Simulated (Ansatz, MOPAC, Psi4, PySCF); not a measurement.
Complex: H2 (SMILES [H][H]) (first 2 atoms) with CH4S (SMILES CS); geometry from B3LYP-D3(BJ)/def2-TZVP, rigid monomers moved along the line of their centres of mass till H1···S4 is 2.73 Å.
(charge 0, multiplicity 1):
```xyz
8

H      0.02958    -0.32953     0.15439
H      0.37830    -0.16103    -0.48325
C      0.93944     0.68592     2.78922
S     -0.69816    -0.11344     2.77285
H      0.94485     1.56013     3.43669
H      1.63233    -0.05205     3.19001
H      1.25696     0.95609     1.78413
H     -1.38664     0.92857     2.27916
```

Counterpoise-corrected where a basis set is named; no monomer relaxation. Rows marked so take none.

Frozen-core correlation. CBS: X⁻³ extrapolation of the correlation energy, Hartree–Fock from the larger set. Rows in 3-21G, 6-31G* carry no dispersion term and start afresh at each structure (6-31G* with six Cartesian d functions). MP2/6-31G* freezes PySCF's default core. The state that PM3 reach isn't checked.

Programs: Ansatz (an electronic-structure program) with Gaussian orbitals; MOPAC for PM3 (differences of heats of formation); Psi4 for SAPT; PySCF for 3-21G rows, 6-31G* rows. Each number belongs to the level named beside it.

```json
[
 {"level": "PM3", "interaction energy (kJ/mol)": "0.7"},
 {"level": "B3LYP/3-21G (no counterpoise)", "interaction energy (kJ/mol)": "-2.8"},
 {"level": "B3LYP/6-31G* (no counterpoise)", "interaction energy (kJ/mol)": "1.5"},
 {"level": "wB97M-V/def2-TZVPPD", "interaction energy (kJ/mol)": "-1.3"},
 {"level": "MP2/6-31G*", "interaction energy (kJ/mol)": "?"},
 {"level": "MP2/aug-cc-pV(D+d)Z", "interaction energy (kJ/mol)": "0.5"},
 {"level": "MP2/CBS(aug-cc-pV(D+d)Z, aug-cc-pV(T+d)Z)", "interaction energy (kJ/mol)": "-1.5"},
 {"level": "CCSD/aug-cc-pV(T+d)Z", "interaction energy (kJ/mol)": "?"},
 {"level": "SAPT0/jun-cc-pV(D+d)Z", "interaction energy (kJ/mol)": "1.5"}
]
```

### Question
What belongs in the gaps?

### Answer

- MP2/6-31G*, interaction energy (kJ/mol): 4.6
- CCSD/aug-cc-pV(T+d)Z, interaction energy (kJ/mol): 0.1
